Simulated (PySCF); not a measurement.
**Structure revision by computed shifts**

A compound C6H6N2O gives the data below (simulated from a calculation) and was assigned the structure `Cc1cc(C=O)cnn1`.

13C{1H} NMR (computed): δ 159.7 (CH), 152.1 (CH), 146.0 (CH), 121.2 (C), 54.1 (CH), 40.9 (CH).

1H NMR (500 MHz, computed): δ 8.22 (t, J = 1.2 Hz, 1H), 6.45 (m, 1H), 6.42 (m, 1H), 5.77 (dq, J = 12.6, 1.5 Hz, 1H), 4.56 (br, 1H), 3.01 (q, J = 1.9 Hz, 1H).

All values are calculated (PySCF): σ from GIAO-PBE0/pcSseg-1, geometry from GFN2-xTB, couplings computed with B3LYP/pcJ-1 (without the spin–dipole term). In vacuum, non-relativistic, one computed conformer.

Scale: 1H (σ = 31.72 ppm), 13C (σ = 186.93 ppm) vs TMS (reference shieldings calculated alike).

Q: Compare with the shifts computed for the proposed structure, pairing carbons in order of shift.

A: Numbering as in the mapped SMILES `[CH3:1][c:2]1[cH:3][c:4]([CH:5]=[O:6])[cH:7][n:8][n:9]1` (H(Xn): hydrogen on atom n).

| atom | computed for proposal | given list | difference |
| --- | --- | --- | --- |
| C5 | 198.5 | 159.7 | +38.8 |
| C2 | 165.8 | 152.1 | +13.7 |
| C7 | 152.8 | 146.0 | +6.8 |
| C4 | 132.0 | 121.2 | +10.8 |
| C3 | 124.5 | 54.1 | +70.4 |
| C1 | 25.3 | 40.9 | -15.6 |

The rms difference is 34.3 ppm and the largest +70.4 ppm at C3 (aromatic CH). The carbon types in order of shift don't match either: CH, C, CH, C, CH, CH3 for the proposal against CH, CH, CH, C, CH, CH in the data. The proposal doesn't fit.

Q: Which isomer fits?

A: SMILES N([C@H]1[C@H](C#N)C=C1)C=O.

Carbon types of the structure: 1 × C, 5 × CH, leaving 1 H on heteroatoms. δC 159.7: amide carbonyl carbon; it is a carbonyl in resonance with an O or N lone pair, the region of acids, esters and amides. δC 152.1, 146.0: alkene CH; an sp2 carbon of a C=C bond. δC 121.2: nitrile carbon; typical of a nitrile. δC 54.1: allylic sp3 CH bonded to N; deshielded by the electronegative neighbour.

This is the structure that produced the data.

Exchangeable OH/NH protons stand at their gas-phase positions; hydrogen bonding in a real sample shifts them, mostly to higher δ. Amide-type NH protons are broadened by 14N but still split neighbouring CH signals. Splittings below 1 Hz are ignored in the labels, and close J values are merged. Unscaled 3J(H,H) at this level run about 10 % above measured values. Shifts are as computed. Against solution values, carbons near 30 ppm lie about +3 ppm off and those near 130 ppm about +5 ppm. Of 1211 compounds with measured shifts, 218 miss one by over three times the rms of a fit or turn the order of signals round; such compounds aren't used in these exercises. The C=O carbon of an acid or of an amide with N–H lies up to 10 ppm further downfield in solution, through hydrogen bonding that the calculation lacks. 3J across rotatable bonds or in flexible rings reflects this conformer alone.
